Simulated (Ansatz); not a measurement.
Br (SMILES [Br-]), charge -1, singlet (a gas-phase anion, which may not be bound at this level); Ansatz (a program for electronic structure) with WB97M-V/6-31G*.

Here is a job for Ansatz.
Ansatz 0.2 input:
```yaml
crystal:
  periodic: [false, false, false]
  atoms:
    - {symbol: Br, position_ang: [0.00000000, 0.00000000, 0.00000000]}
basis:
  gaussian:
    orbitals: 6-31G*
hamiltonian:
  xc: {name: wB97M-V}
total_charge: -1
```

What the program printed (banner, timings and long lists left out):

```
Functional definition: wB97M-V
236 factors; integrals over basis functions are off by at most 1.2e-3 eV
51 factors; integrals over basis functions are off by at most 2.8e-5 eV
mean field evaluation 1: about -70035.7718 eV, gradient 1.9e1 eV
mean field evaluation 2: about -70035.9829 eV, gradient 1.6e1 eV
mean field evaluation 4: about -70036.1667 eV, gradient 3.6e-2 eV
mean field evaluation 8: about -70036.1658 eV, gradient 5.2e-4 eV
mean field -70036.16576662 eV, -2573.7816197052 hartree, gradient 1.9e-5 eV, S^2 0.000000; 0 other end points of the search recorded, 0 dependent functions left out
reference -70036.16578783 eV, -2573.7816204846 hartree; 18, 18 occupied and 17, 17 virtual orbitals, 236 factors
Total energy: -70036.16578783 eV, -2573.7816204846 hartree
```
